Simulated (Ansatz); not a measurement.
**Relaxing a trial structure of GaHOSSn**

The starting geometry of this gas-phase singlet was optimised with GFN2-xTB.

```xyz
5

Ga    1.7088    0.3911    0.9694
O     0.3162    1.5623    0.3438
S    -0.4838   -1.7891    0.3655
Sn   -1.6696    0.0529   -0.1859
H     0.2375    2.5037    0.1984
```

Q: Where would you expect an optimisation with PBE0-D3(BJ)/def2-SVP to take it?

A: New bonds form, giving a structure given below by its coordinates. Contacts that close: Ga1–S3 (3.15 → 2.51 Å), O2–Sn4 (2.55 → 2.13 Å).

The energy falls by 0.54 eV over 9 steps:

```csv
step,E − E(last) (eV)
1,0.539
2,0.211
3,0.078
4,0.007
5,0.007
6,0.000
7,0.000
8,0.000
9,0.000
```

Final geometry (Å):

```xyz
5

Ga    1.6028    0.1208    0.9489
O     0.1190    1.4578    0.2656
S    -0.2125   -1.5391    0.4522
Sn   -1.5813    0.2631   -0.1846
H     0.1811    2.4183    0.2092
```

Frequencies at the end are all real (lowest 4 cm⁻¹). Atoms past krypton carry core potentials, without spin–orbit terms. Run with Ansatz 0.2.0, 40 s on 1 thread of Arm Neoverse V1, with other jobs on the host.
